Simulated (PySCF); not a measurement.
Ionisation energy of La³²⁺ by level of theory

La³²⁺ [Ar] 3d7 [3d3/2^4 3d5/2^3, M_J = 9/2] → La³³⁺ [Ar] 3d6 [3d3/2^4 3d5/2^2, M_J = 4], as a difference of total energies. Calculation: PySCF 2.14, in an even-tempered Gaussian basis (16 s from 5.5 bohr⁻², ratio 2.8; 12 p from 7.2 bohr⁻², ratio 2.8; 8 d from 7.2 bohr⁻², ratio 2.8; 3 f from 27 bohr⁻², ratio 3); the two-component X2C-1e Hamiltonian. Correlated levels: [Ne] frozen; the 74 highest virtual spinors dropped. "Screened" scales the spin-orbit matrix elements by Boettger's factors to mimic the two-electron term; Breit and QED terms are absent.

```tsv
method	ionisation energy (eV)
GHF (spin-free)	2071.2
GMP2 (spin-free)	2072.2
GHF (screened spin-orbit)	2070.5
GMP2 (screened spin-orbit)	2071.1
```

Breit and QED terms and the two-electron picture change are absent.

The spin-free rows relax to the high-spin LS determinant and lack the spin-orbit shift.

The labels give the starting determinants; with spin-orbit coupling the two ends relaxed to ⟨J²⟩ = 24.75, ⟨L²⟩ = 14.52, ⟨S²⟩ = 2.92 and ⟨J²⟩ = 20.03, ⟨L²⟩ = 9.41, ⟨S²⟩ = 4.16.

For comparison: 2069 ± 4 eV (theoretical estimate listed by NIST; NIST Atomic Spectra Database, ionization energies).
